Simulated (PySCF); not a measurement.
# Working out the electron affinity of Nb

Nb⁻ [Kr] 4d4 5s2 (5D) → Nb [Kr] 4d4 5s1 (6D). Calculation: PySCF 2.14, in aug-cc-pwCVDZ-PP with ECP28MDF (6s6p5d3f, 70 functions); scalar relativity through the core potential. Frozen: 4s2 4p6. Energies in hartree (1 hartree = 27.21139 eV):

```
            part  Nb⁻ (lower)  Nb (upper)
             UHF   -56.138819  -56.148457
CCSD correlation    -0.092549   -0.059252
             (T)    -0.005624   -0.001360
```

Question: What does Hartree-Fock give?

Answer: (-56.148457) − (-56.138819) = -0.009638 hartree = -0.262 eV.

Question: What do CCSD and CCSD(T) give?

Answer: The CCSD correlation energies differ by 0.033297 hartree = 0.906 eV and the triples by 0.004264 hartree = 0.116 eV, so CCSD gives 0.644 eV and CCSD(T) 0.760 eV.

Reference: 0.917 eV (measured; photodetachment measurements, as compiled on the Wikipedia data page of electron affinities), between the lowest levels; spin-orbit coupling is absent from the calculation.

A double-zeta basis recovers only part of the correlation energy.

The coupled-cluster amplitudes are large, so a single reference is strained.

What remains against the reference includes basis incompleteness, the frozen core and higher excitations.
